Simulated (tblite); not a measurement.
A geometry optimisation, step by step.

Compound: CH6GeO2Si.
Atom-mapped SMILES: `[O:1]=[CH:2][GeH2:3][O:4][SiH3:5]` (hydrogens: H6 on C2; H7, H8 on Ge3; H9, H10, H11 on Si5)

Computed with GFN2-xTB (tblite), gas phase: L-BFGS steps from a force-field or distance-geometry start until the largest atomic force falls under 0.01 eV/Å. 14 of its 109 geometries are shown.

Step 0: E = -462.4187 eV, largest atomic force 1.962 eV/Å
```
atom  x, y, z in Å  |  force x, y, z in eV/Å
O1     -3.035    0.500    0.808   -0.051  -0.375  -0.003
C2     -2.368   -0.501    0.717   -0.887   0.943   0.573
Ge3    -0.602   -0.423   -0.048    0.504  -0.101  -0.689
O4      0.400    0.721    0.891    1.324  -0.596  -1.320
Si5     1.931    0.719    0.128   -0.241   0.551   0.480
H6     -2.753   -1.451    1.090   -0.276  -0.407   0.137
H7      0.018   -1.834   -0.035    0.058   0.290  -0.012
H8     -0.729    0.084   -1.510    0.204  -0.116   0.482
H9      2.839    1.628    0.843   -0.458  -0.107   0.110
H10     2.512   -0.632    0.141   -0.133   0.045   0.006
H11     1.792    1.192   -1.267   -0.044  -0.127   0.237
```

Step 8: E = -462.7420 eV, largest atomic force 0.298 eV/Å
```
atom  x, y, z in Å  |  force x, y, z in eV/Å
O1     -3.142    0.506    0.853    0.033   0.005   0.064
C2     -2.442   -0.460    0.790   -0.137   0.102  -0.042
Ge3    -0.637   -0.462   -0.079    0.150   0.022  -0.147
O4      0.513    0.606    0.706   -0.143   0.091   0.201
Si5     2.027    0.748    0.104    0.074  -0.084  -0.120
H6     -2.809   -1.445    1.127   -0.058  -0.092   0.146
H7      0.053   -1.815   -0.053   -0.137  -0.044  -0.031
H8     -0.677    0.077   -1.492   -0.078  -0.089  -0.025
H9      2.759    1.683    0.955   -0.237  -0.096  -0.014
H10     2.538   -0.632    0.132    0.252   0.145  -0.064
H11     1.822    1.195   -1.283    0.283   0.039   0.032
```

Step 17: E = -462.8495 eV, largest atomic force 0.266 eV/Å
```
atom  x, y, z in Å  |  force x, y, z in eV/Å
O1     -3.189    0.525    0.920    0.092   0.074   0.003
C2     -2.494   -0.441    0.842   -0.043   0.089  -0.063
Ge3    -0.698   -0.477   -0.112    0.086  -0.117  -0.223
O4      0.534    0.531    0.609   -0.121   0.001   0.044
Si5     2.065    0.738    0.081    0.159   0.011  -0.062
H6     -2.853   -1.413    1.231    0.110  -0.076   0.053
H7     -0.055   -1.853   -0.095   -0.134  -0.107   0.018
H8     -0.710    0.011   -1.550   -0.164  -0.031   0.037
H9      2.540    1.686    1.064    0.081   0.115   0.123
H10     2.783   -0.541    0.068   -0.020  -0.018   0.075
H11     2.081    1.237   -1.297   -0.047   0.060  -0.007
```

Step 25: E = -462.9117 eV, largest atomic force 0.154 eV/Å
```
atom  x, y, z in Å  |  force x, y, z in eV/Å
O1     -3.119    0.576    0.955    0.015   0.044  -0.028
C2     -2.449   -0.407    0.850    0.063   0.056   0.098
Ge3    -0.734   -0.551   -0.211    0.029   0.001  -0.060
O4      0.554    0.429    0.455   -0.070  -0.085  -0.023
Si5     2.116    0.783    0.112   -0.072  -0.053  -0.019
H6     -2.773   -1.358    1.322   -0.015  -0.019   0.042
H7     -0.264   -2.000   -0.126    0.031   0.085  -0.099
H8     -0.887   -0.060   -1.637    0.049  -0.087   0.022
H9      2.440    1.724    1.177   -0.012  -0.027  -0.033
H10     2.908   -0.447    0.111    0.022  -0.060   0.131
H11     2.213    1.314   -1.247   -0.040   0.145  -0.032
```

Step 33: E = -462.9404 eV, largest atomic force 0.097 eV/Å
```
atom  x, y, z in Å  |  force x, y, z in eV/Å
O1     -3.050    0.629    0.977    0.023   0.026   0.018
C2     -2.405   -0.372    0.888    0.004   0.011  -0.015
Ge3    -0.771   -0.604   -0.280    0.027  -0.011  -0.036
O4      0.572    0.320    0.331   -0.051  -0.027  -0.034
Si5     2.124    0.786    0.110   -0.052   0.020   0.079
H6     -2.719   -1.295    1.421    0.007   0.039   0.064
H7     -0.361   -2.065   -0.221    0.072  -0.023  -0.039
H8     -0.969   -0.153   -1.711    0.037   0.014  -0.007
H9      2.340    1.713    1.214   -0.037   0.022   0.033
H10     2.981   -0.397    0.223   -0.017  -0.008  -0.062
H11     2.265    1.440   -1.193   -0.015  -0.065  -0.001
```

Step 42: E = -462.9685 eV, largest atomic force 0.194 eV/Å
```
atom  x, y, z in Å  |  force x, y, z in eV/Å
O1     -2.872    0.721    0.973   -0.020   0.042  -0.003
C2     -2.314   -0.333    0.912   -0.007   0.012  -0.082
Ge3    -0.808   -0.701   -0.392    0.119   0.023  -0.026
O4      0.524    0.226    0.243   -0.163  -0.095  -0.010
Si5     2.049    0.784    0.165    0.164   0.090   0.052
H6     -2.598   -1.158    1.594    0.031  -0.037   0.068
H7     -0.352   -2.158   -0.376   -0.018   0.067  -0.006
H8     -1.014   -0.209   -1.817    0.018  -0.008   0.107
H9      2.179    1.710    1.290   -0.099  -0.072  -0.006
H10     2.968   -0.348    0.277   -0.013  -0.045   0.007
H11     2.245    1.468   -1.110   -0.012   0.024  -0.101
```

Step 50: E = -462.9775 eV, largest atomic force 0.076 eV/Å
```
atom  x, y, z in Å  |  force x, y, z in eV/Å
O1     -2.818    0.744    0.952   -0.032   0.017  -0.034
C2     -2.271   -0.318    0.911   -0.034   0.018   0.041
Ge3    -0.808   -0.726   -0.419   -0.038   0.010  -0.005
O4      0.524    0.181    0.208    0.037  -0.003   0.002
Si5     2.036    0.791    0.172    0.003   0.004   0.047
H6     -2.524   -1.101    1.656    0.041  -0.018   0.004
H7     -0.375   -2.181   -0.426    0.028  -0.036   0.013
H8     -1.036   -0.219   -1.823    0.004   0.038  -0.019
H9      2.071    1.684    1.331   -0.015  -0.036  -0.065
H10     2.965   -0.333    0.300    0.018  -0.004   0.002
H11     2.243    1.482   -1.102   -0.011   0.009   0.015
```

Step 58: E = -462.9944 eV, largest atomic force 0.326 eV/Å
```
atom  x, y, z in Å  |  force x, y, z in eV/Å
O1     -2.735    0.808    0.870    0.084  -0.267   0.153
C2     -2.114   -0.210    0.970    0.062  -0.044  -0.073
Ge3    -0.857   -0.828   -0.511    0.044   0.086  -0.115
O4      0.699   -0.144   -0.170    0.183   0.076   0.095
Si5     1.988    0.789    0.220   -0.247  -0.197  -0.079
H6     -2.163   -0.848    1.888   -0.046   0.264  -0.153
H7     -0.589   -2.329   -0.602    0.006   0.093   0.096
H8     -1.202   -0.260   -1.874   -0.039   0.011   0.050
H9      1.639    1.561    1.417    0.004  -0.009  -0.065
H10     3.053   -0.179    0.487    0.000   0.034   0.002
H11     2.287    1.641   -0.936   -0.050  -0.047   0.088
```

Step 66: E = -463.0240 eV, largest atomic force 0.114 eV/Å
```
atom  x, y, z in Å  |  force x, y, z in eV/Å
O1     -2.697    0.774    0.795   -0.072   0.051   0.053
C2     -1.980   -0.170    0.958    0.025  -0.031   0.058
Ge3    -0.837   -0.845   -0.561   -0.001  -0.012  -0.003
O4      0.789   -0.309   -0.283   -0.053  -0.057   0.015
Si5     1.912    0.743    0.242    0.062   0.047   0.011
H6     -1.911   -0.656    1.957    0.040   0.032  -0.102
H7     -0.644   -2.345   -0.638   -0.016   0.003  -0.031
H8     -1.268   -0.197   -1.855    0.013  -0.035  -0.028
H9      1.399    1.459    1.410   -0.019   0.013   0.035
H10     3.035   -0.127    0.578    0.033   0.006   0.008
H11     2.208    1.676   -0.844   -0.012  -0.016  -0.016
```

Step 75: E = -463.0340 eV, largest atomic force 0.105 eV/Å
```
atom  x, y, z in Å  |  force x, y, z in eV/Å
O1     -2.693    0.781    0.819   -0.027   0.032   0.000
C2     -1.921   -0.123    0.945   -0.003  -0.102   0.023
Ge3    -0.846   -0.854   -0.594    0.010  -0.004  -0.011
O4      0.795   -0.382   -0.263   -0.006  -0.017  -0.010
Si5     1.869    0.721    0.270    0.008   0.063   0.018
H6     -1.725   -0.564    1.945    0.015   0.025   0.034
H7     -0.678   -2.355   -0.698   -0.050   0.020   0.018
H8     -1.269   -0.215   -1.896    0.060   0.013  -0.047
H9      1.305    1.425    1.426    0.013  -0.018  -0.009
H10     3.031   -0.089    0.623   -0.016  -0.014   0.004
H11     2.138    1.658   -0.818   -0.005   0.003  -0.020
```

Step 83: E = -463.0407 eV, largest atomic force 0.081 eV/Å
```
atom  x, y, z in Å  |  force x, y, z in eV/Å
O1     -2.735    0.745    0.848    0.031  -0.069   0.029
C2     -1.913   -0.119    0.945   -0.014   0.055   0.003
Ge3    -0.849   -0.837   -0.609    0.019   0.004   0.004
O4      0.801   -0.411   -0.243   -0.043  -0.025   0.000
Si5     1.856    0.719    0.272    0.009   0.028   0.012
H6     -1.639   -0.532    1.942   -0.023   0.023  -0.037
H7     -0.751   -2.342   -0.691    0.005  -0.023   0.002
H8     -1.193   -0.212   -1.941    0.010   0.019   0.005
H9      1.291    1.415    1.432   -0.010   0.017  -0.018
H10     3.026   -0.070    0.634    0.031  -0.041   0.000
H11     2.111    1.647   -0.829   -0.016   0.011   0.001
```

Step 91: E = -463.0423 eV, largest atomic force 0.021 eV/Å
```
atom  x, y, z in Å  |  force x, y, z in eV/Å
O1     -2.765    0.721    0.860    0.004  -0.020  -0.003
C2     -1.917   -0.117    0.940   -0.011   0.014   0.001
Ge3    -0.850   -0.830   -0.612    0.015   0.009   0.008
O4      0.796   -0.420   -0.218    0.004  -0.013   0.014
Si5     1.858    0.715    0.274   -0.007   0.005  -0.005
H6     -1.613   -0.521    1.931   -0.006   0.008   0.009
H7     -0.764   -2.337   -0.683    0.000   0.000  -0.017
H8     -1.157   -0.196   -1.949   -0.008  -0.002   0.000
H9      1.296    1.430    1.425    0.011  -0.003  -0.003
H10     3.030   -0.081    0.626   -0.010   0.006  -0.004
H11     2.092    1.639   -0.835    0.008  -0.003   0.001
```

Step 100: E = -463.0433 eV, largest atomic force 0.053 eV/Å
```
atom  x, y, z in Å  |  force x, y, z in eV/Å
O1     -2.801    0.689    0.851   -0.006   0.005  -0.005
C2     -1.926   -0.120    0.940   -0.021  -0.016   0.009
Ge3    -0.846   -0.825   -0.604    0.030   0.043   0.007
O4      0.801   -0.433   -0.185   -0.033  -0.001  -0.014
Si5     1.863    0.715    0.273    0.005  -0.005  -0.023
H6     -1.614   -0.507    1.935    0.004   0.010   0.010
H7     -0.773   -2.330   -0.697    0.010  -0.026  -0.009
H8     -1.143   -0.178   -1.937    0.000   0.003  -0.001
H9      1.316    1.446    1.420    0.009  -0.005   0.002
H10     3.036   -0.084    0.610    0.016   0.010   0.017
H11     2.093    1.630   -0.847   -0.013  -0.018   0.007
```

Step 108: E = -463.0453 eV, largest atomic force 0.008 eV/Å
```
atom  x, y, z in Å  |  force x, y, z in eV/Å
O1     -2.902    0.606    0.822    0.000  -0.006  -0.002
C2     -1.976   -0.141    0.943   -0.001   0.003   0.000
Ge3    -0.840   -0.807   -0.581    0.002   0.002   0.001
O4      0.795   -0.436   -0.109    0.000   0.004  -0.002
Si5     1.893    0.710    0.264    0.003  -0.002   0.003
H6     -1.651   -0.479    1.950    0.002  -0.001   0.004
H7     -0.763   -2.310   -0.729   -0.001   0.008   0.000
H8     -1.107   -0.118   -1.900   -0.005  -0.004  -0.005
H9      1.403    1.481    1.410   -0.001   0.004   0.000
H10     3.073   -0.085    0.585    0.001  -0.004   0.000
H11     2.083    1.583   -0.895    0.000  -0.003   0.002
```

Task: Summarise the path.

Result: The energy falls by 14.45 kcal/mol from step 0 to step 108; nine tenths of that is first reached at step 55. It rises by more than 0.2 meV at step 56. The largest force goes from 1.962 to 0.008 eV/Å. Among the bonds C2–Ge3 changes most, from 1.927 to 2.015 Å; the atoms move by 1.023 Å rms after alignment.

What follows is the cost of the whole relaxation. On one thread of an Arm Neoverse V1, shared host with 32 logical CPUs at a one-minute load of 14, this took 0.56 s wall.
